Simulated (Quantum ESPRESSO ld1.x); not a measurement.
The numbers below are computed, except where a source is named.
Task: Lu49+, configuration [Ar] 3d2 4f2 (not the ground configuration). Level of theory: scalar-relativistic Kohn-Sham, LDA (Slater exchange, Perdew-Zunger correlation), spin-polarised, spherical densities, point nucleus; open shells are filled with parallel spins first (ld1.x of Quantum ESPRESSO 7.5). Some entries of the table are withheld. Estimate them.

orbital  occ.  eigenvalue (hartree)  <1/r> (bohr^-1)
1s up       1              -2440.33            82.18
1s down     1              -2440.32            82.18
2s up       1              -510.559            19.31
2s down     1              -510.143            19.32
2p up       3              -463.763            17.66
2p down     3              -463.430            17.67
3s up       1                   (1)            7.599
3s down     1                   (2)            7.596
3p up       3              -176.146            7.108
3p down     3              -175.485            7.105
3d up       2              -161.939            6.750
3d down     0              -161.223            6.750
4f up       2                   (3)              (4)
4f down     0                   (5)              (6)

Result: 
(1) 3s up eigenvalue (hartree): -190.162
(2) 3s down eigenvalue (hartree): -189.504
(3) 4f up eigenvalue (hartree): -80.8086
(4) 4f up <1/r> (bohr^-1): 3.385
(5) 4f down eigenvalue (hartree): -80.1313
(6) 4f down <1/r> (bohr^-1): 3.382
